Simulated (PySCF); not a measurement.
C2H4F2, SMILES FCCF. Atoms are numbered in the order given.

```xyz
8

F     -1.4521    -0.1686    -0.5464
C     -0.6900     0.3070     0.5047
C      0.6900    -0.3070     0.5047
F      1.4521     0.1686    -0.5464
H     -1.1963     0.0606     1.4671
H     -0.6078     1.4145     0.4219
H      1.1963    -0.0606     1.4671
H      0.6078    -1.4145     0.4219
```

The structure is a stationary point at PBE-D3(BJ)/def2-SVP. Other conformers were not sampled.

Two levels are set side by side: PBE/pcJ-1 (PySCF) and B3LYP/pcJ-1 (PySCF). One-bond couplings, all four terms, same geometry. Isotopes: 13C, 19F, 1H. Differences are taken from unrounded values.

```
quantity         B3LYP
--------------  ------
¹J(F1,C2) (Hz)  -250.2
¹J(C2,C3) (Hz)    44.5
¹J(C3,F4) (Hz)  -250.3
¹J(C2,H5) (Hz)   152.0
¹J(C2,H6) (Hz)   158.0
¹J(C3,H7) (Hz)   152.0
¹J(C3,H8) (Hz)   158.0
```

Q: What does PBE give, and how far is it from B3LYP? (The exact figures need the calculation; the answer reports its results.)

A: 
| quantity | PBE | PBE minus B3LYP |
|---|---|---|
| ¹J(F1,C2) (Hz) | -273.6 | -23.3 |
| ¹J(C2,C3) (Hz) | 36.7 | -7.8 |
| ¹J(C3,F4) (Hz) | -273.6 | -23.3 |
| ¹J(C2,H5) (Hz) | 137.6 | -14.4 |
| ¹J(C2,H6) (Hz) | 143.8 | -14.2 |
| ¹J(C3,H7) (Hz) | 137.6 | -14.4 |
| ¹J(C3,H8) (Hz) | 143.8 | -14.2 |

Rough cost on one machine, each run with all the roots and properties that it gave: B3LYP against PBE about 2 times.
